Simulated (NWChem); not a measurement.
System: SiNH2Br, singlet; SMILES Br[Si]N

Output (shortened):

```
             Northwest Computational Chemistry Package (NWChem) 7.3.0
             --------------------------------------------------------

 CS  symmetry detected

                             Geometry "geometry" -> ""
                             -------------------------

 Output coordinates in angstroms (scale by  1.889725989 to convert to a.u.)

  No.       Tag          Charge          X              Y              Z
 ---- ---------------- ---------- -------------- -------------- --------------
    1 Si                  14.0000     0.71184158     1.16853699     0.00000000
    2 Br                  35.0000    -0.04910194    -0.98714124     0.00000000
    3 N                    7.0000    -0.80817117     1.95801371     0.00000000
    4 H                    1.0000    -1.72191104     1.51164568     0.00000000
    5 H                    1.0000    -0.86810484     2.97268375     0.00000000

 Effective nuclear repulsion energy (a.u.)     210.7741123091

      Symmetry information
      --------------------

 Group name             Cs
 Group number              2
 Group order               2
 No. of unique centers     5

                                 NWChem DFT Module
                                 -----------------

 Summary of "ao basis" -> "ao basis" (spherical)
 ------------------------------------------------------------------------------
       Tag                 Description            Shells   Functions and Types
 ---------------- ------------------------------  ------  ---------------------
 Si                        def2-svpd                10       24   5s3p2d
 Br                        def2-svpd                15       41   6s5p4d
 N                         def2-svpd                 8       20   4s2p2d
 H                         def2-svpd                 4        8   2s2p

      Symmetry analysis of basis
      --------------------------

        a'         71
        a"         30

            General Information
            -------------------
          SCF calculation type: DFT
          Wavefunction type:  closed shell.
          No. of atoms     :     5
          No. of electrons :    58
           Alpha electrons :    29
            Beta electrons :    29
          Charge           :     0
          Spin multiplicity:     1
          Use of symmetry is: off; symmetry adaption is: on
          Maximum number of iterations: 150
          AO basis - number of functions:   101
                     number of shells:    41
          Convergence on energy requested:  1.00D-06
          Convergence on density requested:  1.00D-05
          Convergence on gradient requested:  5.00D-04

              XC Information
              --------------
                     Hartree-Fock (Exact) Exchange  1.000
                   CAM-Becke88 Exchange Functional  1.000
                      VWN V Correlation Functional  0.190 local
              Lee-Yang-Parr Correlation Functional  0.810

           Range-Separation Parameters
           ---------------------------
           Alpha           :  0.19
           Beta            :  0.46
           Gamma           :  0.33
           Short-Range HF  :     F

             Grid Information
             ----------------
          Grid used for XC integration:  medium
          Radial quadrature: Mura-Knowles
          Angular quadrature: Lebedev.
          Tag              B.-S. Rad. Rad. Pts. Rad. Cut. Ang. Pts.
          ---              ---------- --------- --------- ---------
          Si                  1.10       88          12.0       590
          Br                  1.15      112          11.0       590
          N                   0.65       49          12.0       434
          H                   0.35       45          13.0       434
          Grid pruning is: on
          Number of quadrature shells:   339
          Spatial weights used:  Erf1

      Superposition of Atomic Density Guess
      -------------------------------------

 Sum of atomic energies:       -2916.07025136

      Non-variational initial energy
      ------------------------------

 Total energy =   -2916.860129
 1-e energy   =   -4476.765084
 2-e energy   =    1349.130843
 HOMO         =      -0.261368
 LUMO         =      -0.023611

      Symmetry analysis of molecular orbitals - initial
      -------------------------------------------------

  Numbering of irreducible representations:

     1 a'          2 a"

  Orbital symmetries:

[...]

                                NWChem TDDFT Module
                                -------------------

            General Information
            -------------------
           No. of orbitals :     202
            Alpha orbitals :     101
             Beta orbitals :     101
        Alpha frozen cores :       0
         Beta frozen cores :       0
     Alpha frozen virtuals :       0
      Beta frozen virtuals :       0
         Spin multiplicity :       1
    Number of AO functions :     101
        Use of symmetry is : off
      Symmetry adaption is : on
         Schwarz screening :  0.10D-07

              XC Information
              --------------
              Hartree-Fock (Exact) Exchange   1.00
            CAM-Becke88 Exchange Functional   1.00
               VWN V Correlation Functional   0.19 local
       Lee-Yang-Parr Correlation Functional   0.81
           Alpha           :  0.19
           Beta            :  0.46
           Gamma           :  0.33

             TDDFT Information
             -----------------
          Calculation type : Tamm-Dancoff TDDFT
         Wavefunction type : Restricted singlets
          No. of electrons :      58
           Alpha electrons :      29
            Beta electrons :      29
              No. of roots :       6
          Max subspacesize :    5200
            Max iterations :     100
               Target root :       1
           Target symmetry : none
      Symmetry restriction : off
                 Algorithm : Optimal
        Davidson threshold :  0.10D-03

    6 smallest eigenvalue differences (eV)
--------------------------------------------------------
  No. Spin  Occ  Vir  Irrep   E(Occ)    E(Vir)   E(Diff)
--------------------------------------------------------
    1    1   29   30 a"       -0.309    -0.025     7.722
    2    1   28   30 a'       -0.350    -0.025     8.828
    3    1   29   31 a'       -0.309     0.024     9.065
    4    1   27   30 a"       -0.360    -0.025     9.102
    5    1   29   32 a'       -0.309     0.043     9.578
    6    1   26   30 a'       -0.395    -0.025    10.046
--------------------------------------------------------

  Entering Davidson iterations
  Restricted singlet excited states

  Iter   NTrls   NConv    DeltaV     DeltaE      Time
  ----  ------  ------  ---------  ---------  ---------
    1      6       0     0.16E+00   0.10+100       27.5
    2     12       0     0.37E-01   0.29E-01       27.4
    3     18       0     0.19E-01   0.21E-02       27.8
    4     24       0     0.81E-02   0.42E-03       27.6
    5     30       0     0.62E-01   0.16E-02       28.1
    6     36       1     0.39E-01   0.11E-01       28.1
    7     41       3     0.17E-01   0.41E-02       15.3
    8     44       3     0.61E-02   0.42E-03       13.9
    9     47       5     0.19E-02   0.45E-04       13.8
   10     48       5     0.76E-03   0.39E-05       12.1
   11     49       5     0.36E-03   0.70E-06       12.9
   12     50       5     0.19E-03   0.19E-06       13.3
   13     51       6     0.82E-04   0.24E-07       15.7
  ----  ------  ------  ---------  ---------  ---------
  Convergence criterion met

  Ground state a'      -2919.326096586965 a.u.

  ----------------------------------------------------------------------------
  Root   1 singlet a"             0.168086317 a.u.                4.5739 eV
  ----------------------------------------------------------------------------
     Transition Moments    X  0.00000   Y  0.00000   Z -0.69869
     Dipole Oscillator Strength                    0.0547031727
     Electric Quadrupole                           0.0000003835
     Magnetic Dipole                               0.0000027174
     Total Oscillator Strength                     0.0547062735

     Occ.   23  a'  ---  Virt.   30  a"      -0.06342
     Occ.   25  a'  ---  Virt.   30  a"      -0.05228
     Occ.   27  a'  ---  Virt.   30  a"      -0.06034
     Occ.   29  a'  ---  Virt.   30  a"       0.98334
     Occ.   29  a'  ---  Virt.   39  a"      -0.07990
  ----------------------------------------------------------------------------
  Root   2 singlet a"             0.207807581 a.u.                5.6547 eV
  ----------------------------------------------------------------------------
     Transition Moments    X -0.00000   Y -0.00000   Z  0.26213
     Dipole Oscillator Strength                    0.0095196280
     Electric Quadrupole                           0.0000001033
     Magnetic Dipole                               0.0000006209
     Total Oscillator Strength                     0.0095203522

     Occ.   27  a'  ---  Virt.   30  a"      -0.99010
     Occ.   27  a'  ---  Virt.   39  a"       0.07851
     Occ.   29  a'  ---  Virt.   30  a"      -0.05138
  ----------------------------------------------------------------------------
  Root   3 singlet a'             0.210124112 a.u.                5.7178 eV
  ----------------------------------------------------------------------------
     Transition Moments    X -0.21250   Y  0.07470   Z -0.00000
     Dipole Oscillator Strength                    0.0071074373
     Electric Quadrupole                           0.0000002492
     Magnetic Dipole                               0.0000000635
     Total Oscillator Strength                     0.0071077500

[...]
```

Level: CAM-B3LYP/def2-SVPD, TDA. Low-valent species are run as closed-shell singlets; no triplet was tried in these runs. Coordinates come from a PBE0/def2-SVP optimisation.

Question: Write an input that gives this output.

Answer: One answer among several that fit: the input that was run:
```
start job
memory heap 200 mb stack 900 mb global 1100 mb
geometry units angstroms noautoz
  Si     0.703805     1.171092     0.000000
  Br    -0.018273    -0.997914     0.000000
  N     -0.830151     1.933123     0.000000
  H     -1.735721     1.470405     0.000000
  H     -0.908311     2.946552     0.000000
end
basis spherical
  * library def2-svpd
end
dft
  xc xcamb88 1.00 lyp 0.81 vwn_5 0.19 hfexch 1.00
  cam 0.33 cam_alpha 0.19 cam_beta 0.46
  iterations 150
end
tddft
  cis
  nroots 6
  notriplet
end
task tddft energy
```
